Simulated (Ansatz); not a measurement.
System: H$_{4}$BO, charge 1, singlet. H4BO+ (SMILES [OH2+]B).
B3LYP-D3(BJ)/def2-TZVP minimum from Ansatz (a first-principles code):
```
O
H 1 0.9775
H 1 0.9775 2 113.83
B 1 1.4476 2 123.08 3 -180.00
H 4 1.1743 1 113.47 2 180.00
H 4 1.1743 5 133.05 1 -180.00
```
Charge +1, spin multiplicity 1.

Hartree-Fock and CCSD(T) correlation energies in hartree (Ansatz). Open shells are spin-unrestricted; no spin-orbit coupling. Cores are frozen in correlated methods. No relativity.

```csv
basis,X,E(HF),"E(corr, CCSD(T))"
cc-pVTZ,3,-101.65216,-0.37238
cc-pVQZ,4,-101.66007,-0.39513
cc-pV5Z,5,-101.66199,withheld
```

Problem. Fit E(corr) = E∞ + A/X³ to X = 3 and 4, predict X = 5, and compare with the run.

Solution. A = (-0.37238 - (-0.39513))/(1/27 - 1/64) = 1.0625; E∞ = -0.39513 - A/64 = -0.41173; at X = 5, E∞ + A/125 = -0.40323. The run gave -0.40256, 0.67 mEh above the prediction. The same form on X = 4 and 5 gives E∞ = -0.41036, 1.38 mEh above the first estimate.
